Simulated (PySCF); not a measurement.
3-fluoropenta-1,4-diyne (C5H3F), SMILES C#CC(F)C#C. Atoms are numbered in the order given.

```xyz
9

C      0.1369    -0.9438    -2.2270
C     -0.0914    -0.3199    -1.2166
C     -0.3991     0.4426     0.0000
F      0.2920     1.6465     0.0000
C     -0.0914    -0.3199     1.2166
C      0.1369    -0.9438     2.2270
H      0.3484    -1.5004    -3.1210
H     -1.4774     0.6917     0.0000
H      0.3484    -1.5004     3.1210
```

Geometry optimised at B3LYP-D3(BJ)/def2-SVP.

Calculation: PySCF 2.14.0 with B3LYP-D3(BJ)/def2-SVP.

Harmonic, unscaled wavenumbers; measured fundamentals usually lie a few per cent lower.

**Question.** Give all harmonic wavenumbers and intensities. (An estimate is asked for; the answer gives what the named calculation found.)

**Answer.** 
```tsv
mode	ν (cm⁻¹)	IR (km/mol)	moving atoms (share of kinetic energy)
1	128	1.7	C 73 %, H 18 %, F 9 %
2	206	3.5	C 67 %, F 17 %, H 16 %
3	226	1.0	C 52 %, F 36 %, H 12 %
4	328	2.0	C 85 %, H 15 %
5	502	11.7	C 74 %, F 20 %
6	555	7.7	C 89 %
7	613	7.7	C 63 %, F 32 %
8	701	17.1	H 78 %, C 22 %
9	704	54.6	H 76 %, C 24 %
10	742	4.4	H 76 %, C 24 %
11	743	47.7	H 75 %, C 25 %
12	894	20.8	C 86 %, H 9 %
13	1047	51.4	C 68 %, H 32 %
14	1067	158.2	C 64 %, F 30 %
15	1317	55.3	H 62 %, C 38 %
16	1323	17.9	H 84 %, C 14 %
17	2238	8.2	C 90 %, H 10 %
18	2239	15.3	C 91 %, H 9 %
19	3019	9.0	H 92 %
20	3469	98.6	H 85 %, C 15 %
21	3469	32.1	H 85 %, C 15 %
```
